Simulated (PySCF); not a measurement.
**Partial charges of `C#C[C@@H]1C[SiH2][C@H](F)[Si@@H]1F`**

C5H8F2Si2.
Atom-mapped SMILES: `[CH:1]#[C:2][C@@H:3]1[CH2:4][SiH2:5][C@H:6]([F:7])[Si@@H:8]1[F:9]` (hydrogens: H10 on C1; H11 on C3; H12, H13 on C4; H14, H15 on Si5; H16 on C6; H17 on Si8)

Cartesian coordinates in Å at the GFN2-xTB level; atoms count from 1:
```xyz
17
C5H8F2Si2 angstrom
C      3.3972   -0.0552    0.3431
C      2.2098   -0.1051    0.4885
C      0.7730   -0.1693    0.6078
C      0.1873   -1.2356   -0.3456
Si    -1.7066   -1.0285   -0.4680
C     -1.8609    0.8408    0.0134
F     -2.5822    1.5579   -0.9411
Si    -0.0740    1.5023    0.2123
F      0.4493    2.0095   -1.2239
H      4.4389   -0.0120    0.2319
H      0.5358   -0.4530    1.6401
H      0.6356   -1.0921   -1.3316
H      0.4844   -2.2325   -0.0175
H     -2.2254   -1.2489   -1.8138
H     -2.4090   -1.8381    0.5359
H     -2.4302    0.9643    0.9395
H      0.1699    2.6077    1.1193
```

Density: PBE0/pcSseg-1 (PySCF); schemes: Mulliken, IAO, Hirshfeld and ESP-fitted. The structure is a single GFN2-xTB conformer in the gas phase; no vibrational or solvent corrections.

Q: Which atoms carry the highest charge in the Mulliken, IAO, Hirshfeld and ESP-fitted schemes?

A: All schemes agree: Mulliken Si8 (+1.139); IAO Si8 (+1.223); Hirshfeld Si8 (+0.446); ESP-fitted Si8 (+0.516).

Q: At which atom do the 4 schemes differ most?

A: At Si8: from +0.446 (Hirshfeld) to +1.223 e (IAO), 0.777 e apart.

Q: Which atoms carry the lowest charge in the Mulliken, IAO, Hirshfeld and ESP-fitted schemes?

A: The schemes don't all agree: Mulliken C3 (-0.612); IAO C4 (-0.532); Hirshfeld F9 (-0.193); ESP-fitted C1 (-0.435).

Q: Give the atomic charges in each scheme.

A: In e:

```
atom                  environment  Mulliken     IAO  Hirshfeld  ESP-fitted
  C1       terminal alkyne carbon    -0.381  -0.260     -0.125      -0.435
  C2                alkyne carbon    +0.315  -0.029     -0.045      -0.032
  C3  sp3 carbon bound to silicon    -0.612  -0.413     -0.100      -0.048
  C4  sp3 carbon bound to silicon    -0.490  -0.532     -0.153      -0.373
 Si5                 SiH2 silicon    +0.677  +0.741     +0.346      +0.372
  C6               sp3 C–F carbon    -0.394  -0.385     -0.116      -0.060
  F7               alkyl fluorine    -0.338  -0.320     -0.130      -0.226
 Si8       fluorine-bound silicon    +1.139  +1.223     +0.446      +0.516
  F9       silicon-bound fluorine    -0.411  -0.523     -0.193      -0.246
 H10              alkyne hydrogen    +0.039  +0.201     +0.090      +0.306
 H11             methine hydrogen    +0.179  +0.168     +0.053      +0.098
 H12           methylene hydrogen    +0.169  +0.163     +0.045      +0.146
 H13           methylene hydrogen    +0.159  +0.158     +0.044      +0.137
 H14                Si–H hydrogen    -0.051  -0.098     -0.063      -0.063
 H15                Si–H hydrogen    -0.068  -0.120     -0.076      -0.100
 H16             methine hydrogen    +0.160  +0.156     +0.040      +0.082
 H17                Si–H hydrogen    -0.092  -0.129     -0.064      -0.075
```

Mean size of the charges over all atoms: Mulliken 0.334 e, IAO 0.330 e, ESP-fitted 0.195 e, Hirshfeld 0.125 e. Each set sums to the total charge, 0, to within 0.001 e. The ESP scheme is a least-squares fit of atom-centred charges to the potential on four shells outside the van der Waals surface, with the total charge fixed. The Mulliken scheme gives each basis function's population to the atom it is centred on and halves the overlap population of two atoms between them.

Q: How closely do the schemes follow one another over all atoms?

A: Correlation coefficient and root-mean-square difference: IAO with Hirshfeld 0.98, 0.278 e; Mulliken with IAO 0.96, 0.117 e; Mulliken with Hirshfeld 0.93, 0.286 e; Hirshfeld with ESP-fitted 0.90, 0.118 e; IAO with ESP-fitted 0.89, 0.248 e; Mulliken with ESP-fitted 0.84, 0.263 e.

Q: How many electrons does the Mulliken scheme count on C6?

A: Z − q = 6 − (-0.394) = 6.394.
